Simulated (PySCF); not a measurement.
Compound: C5H7F3O.
SMILES: `COC1(C(F)(F)F)CC1`

The calculation used PySCF, TDDFT B3LYP/def2-SVPD, vertical, gas phase, core orbitals frozen in the response. One conformer (not necessarily the lowest) at the GFN2-xTB geometry, without solvent, vibrations or thermal averaging. Torsions of this conformer, `[CH3:1][O:2][C:3]1([C:4]([F:5])([F:6])[F:7])[CH2:8][CH2:9]1`: C1–O2–C3–C4 70°, O2–C3–C4–F5 39°.

Orbital energies (eV): HOMO-3 -10.10, HOMO-2 -9.52, HOMO-1 -8.53, HOMO -7.81, LUMO 0.43, LUMO+1 0.84, LUMO+2 1.06.

Lowest singlets, with some entries withheld (?).

| state | λ (nm) | f | main configurations (H = HOMO, L = LUMO) |
| --- | --- | --- | --- |
| S1 | 168.7 | ? | H→L (98%) |
| S2 | 158.8 | ? | H→L+1 (76%), H→L+2 (17%) |
| S3 | 157.2 | ? | H→L+2 (68%), H→L+1 (21%) |
| S4 | 154.1 | ? | H→L+3 (79%), H-1→L (16%) |
| S5 | 152.5 | ? | H-1→L (80%), H→L+3 (14%) |
| S6 | 148.3 | ? | H→L+4 (87%) |
| S7 | 146.0 | ? | H-1→L+1 (86%) |
| S8 | 144.1 | ? | H-1→L+2 (75%) |

Supply the missing values.

- S1: f = 0.0058
- S2: f = 0.015
- S3: f = 0.0078
- S4: f = 0.0056
- S5: f = 0.0068
- S6: f = 0.021
- S7: f = 0.015
- S8: f = 0.022

How far apart are S3 and S7, in eV and cm⁻¹?

8.491 − 7.885 = 0.606 eV, or about 4890 cm⁻¹.

What is the mean static polarisability from the same response equations?

65.1 au (9.64 Å³), with principal values 60.1, 63.3 and 71.8 au.

Where do the lowest triplets lie (Tamm–Dancoff)?

T1 7.26 eV, H→L (97%); T2 7.54 eV, H→L+2 (39%), H→L+4 (28%), H→L+1 (24%); T3 7.78 eV, H→L+1 (66%), H→L+2 (26%). E(S1) − E(T1) = +0.09 eV.

Without π bonds the low states are Rydberg-like; a valence basis with one diffuse set may place them up to an eV too high.
